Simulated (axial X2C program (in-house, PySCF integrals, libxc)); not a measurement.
**Nuclear properties of GaLu**

Calculated with an in-house all-electron X2C program for linear molecules (integrals from PySCF): two-component X2C with atomic mean-field Coulomb and Gaunt terms, Gaussian nuclei, basis Lu dyall-cv3z, Ga dyall-cv3z with contracted cores.

R = 2.725 Å (near the PBE0 minimum at charge 0 of the determinant lowest at the starting distance; the state shown can have its own minimum elsewhere).

Input and command:
```json
{"zs": [71, 31], "q": 0, "bas": ["dyall-cv3z", "dyall-cv3z"], "r0": 2.86, "levels": ["PBE0", "HF", "PBE", "LDA", "PBE50"], "nst": 2}
```
```bash
python soeom.py task.json out
```

Keys: zs atomic numbers; q charge; bas basis sets; r0 starting distance in Å; levels methods; nst determinants followed.

Determinant lowest in the PBE0 search, Ω = 1 (⟨Sz⟩ = 0.99, ⟨Lz⟩ = 0.01 at PBE0), spin on the atoms Lu 0.47, Ga 0.52:

| level | Eeff magnitude (GV/cm) | Ws magnitude Lu (kHz) | A∥/gI Lu (MHz) | qzz Lu (a.u.) | A∥/gI Ga (MHz) | qzz Ga (a.u.) | μ (D) |
| --- | --- | --- | --- | --- | --- | --- | --- |
| PBE0 | 15.1 | 14.7 | -367 | -1.34 | -174 | 0.61 | -2.15 |
| HF | 55.4 | 50 | -87.5 | -1.57 | -198 | 0.42 | -2.32 |
| PBE | 8.87 | 9.11 | -348 | -1.73 | -170 | 0.51 | -2.10 |
| LDA | 5.44 | 6.18 | -214 | -1.82 | -140 | 0.53 | -2.16 |
| PBE50 | 23.5 | 22.2 | -358 | -1.06 | -166 | 0.67 | -2.20 |

Determinant 0.46 eV from it at PBE0 and this distance, Ω = 2 (⟨Sz⟩ = 0.97, ⟨Lz⟩ = 1.03 at PBE0), spin on the atoms Lu 0.46, Ga 0.52:

```csv
level,Eeff magnitude (GV/cm),Ws magnitude Lu (kHz),A∥/gI Lu (MHz),qzz Lu (a.u.),A∥/gI Ga (MHz),qzz Ga (a.u.),μ (D)
PBE0,10.2,5.39,56.8,-3.56,58.2,-2.06,-2.11
HF,66.5,31.1,235,-4.64,49.9,-2.26,-1.49
PBE,4.26,2.66,69.6,-3.34,64.5,-2.00,-2.09
LDA,0.841,0.211,200,-1.89,168,0.38,-2.25
PBE50,15.9,7.95,70,-3.88,55.1,-2.11,-2.05
```

Eeff is the effective electric field on the electron electric dipole moment in this Ω state and Ws the scalar–pseudoscalar constant of the nucleus named (defined with the proton number Z and per Ω); A∥ (defined per Ω) follows by multiplying with gI = μI/(I μN); qzz is the electric field gradient, eQq0 = 234.96 MHz × Q/barn × qzz; μ is positive if the Ga end (last atom) is positive. The operators were transformed with the bare-nucleus X2C matrices; with these basis sets, hyperfine constants and field gradients can be off by tens of per cent, and where levels differ in sign neither size nor sign is settled.

Question: With Q(175Lu) = 3.49 barn, gI(69Ga) = 1.3444, Q(69Ga) = 0.171 barn (g factors from the IAEA table of nuclear moments by Stone; Q from Pyykkö, Mol. Phys. 2018), turn the PBE0 values of the first state into constants in MHz.

Answer: eQq0(175Lu) = 234.96 × (3.49) × (-1.34) = -1100 MHz; A∥(69Ga) = -174 × 1.3444 = -234 MHz; eQq0(69Ga) = 234.96 × (0.171) × (0.61) = 24.5 MHz.

Each state is one determinant with collinear spin, which with several unpaired electrons need not be a pure state. Unrestricted Hartree–Fock can overshoot spin polarisation at the nuclei. In the state Ω = 2 the sign of Eeff differs between levels (LDA against PBE0). With several open shells hyperfine constants can be off by a factor of several. Where Eeff spreads by more than a factor of two the levels disagree and none is to be relied on. Open-shell Ω = 0 determinants with evenly filled partner blocks cannot be reached by this program, so the Ω shown need not be the lowest component. States lie within half an eV, so the first need not be the ground state. The sign of Ws at Lu differs between levels in the second state. Where a field gradient or hyperfine factor spreads by more than a factor of two over the levels, a constant derived from it is not to be relied on. PBE0 term energies can be off by some tenths of an eV.
